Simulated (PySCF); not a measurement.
Compound: C₂H₇AlN₂.
SMILES with atom numbers: `[CH2:1]1[CH2:2][NH:3][AlH:4][NH:5]1` (hydrogens: H6, H7 on C1; H8, H9 on C2; H10 on N3; H11 on Al4; H12 on N5)

Jobs on this species (12 atoms, 46 electrons) with PySCF (density fitting). Hardware of each: one thread, Arm Neoverse V1 (aarch64), on a shared host. The host was shared with other jobs, so the times are rough. Peak memory is the resident size of the whole Python process, interpreter and libraries included.

| level and settings | work | basis functions | SCF cycles | wall time | peak memory |
| --- | --- | --- | --- | --- | --- |
| CAM-B3LYP/pcSseg-2 | shieldings, ring-centre shieldings | 285 | ? | ? | ? |
| PBE/pcSseg-2 | shieldings, ring-centre shieldings | 285 | 15 | 50 s | 0.88 GiB |
| KT3/pcSseg-2 | shieldings, ring-centre shieldings | 285 | 15 | 50 s | 0.88 GiB |
| mPW1PW91/pcSseg-2 | shieldings, ring-centre shieldings | 285 | 12 | 35 s | 1.1 GiB |
| BHandHLYP/pcSseg-2 | shieldings, ring-centre shieldings | 285 | 12 | 35 s | 1.1 GiB |
| PBE0/STO-3G | shieldings, ring-centre shieldings, charges and field gradients | 36 | 11 | 2.8 s | 0.46 GiB |
| BP86/pcSseg-2 | shieldings, ring-centre shieldings | 285 | 14 | 48 s | 0.88 GiB |
| PBE0-D3(BJ)/def2-SVP, grid level 1 | geometry optimisation from a GFN2-xTB start shaken at random | 109 | 62 | 40 s | 0.46 GiB |
| B3LYP/pcSseg-2 | shieldings, ring-centre shieldings | 285 | 13 | 36 s | 1.1 GiB |

Task: Fill in the missing figures.

Result: 
- CAM-B3LYP/pcSseg-2; shieldings, ring-centre shieldings: 48 s, 1.3 GiB, 12 SCF cycles

Task: What do all jobs in the table cost together?

Result: About 5.7 min; the longest takes about 15 % of that, and about 18 times as long as the shortest.
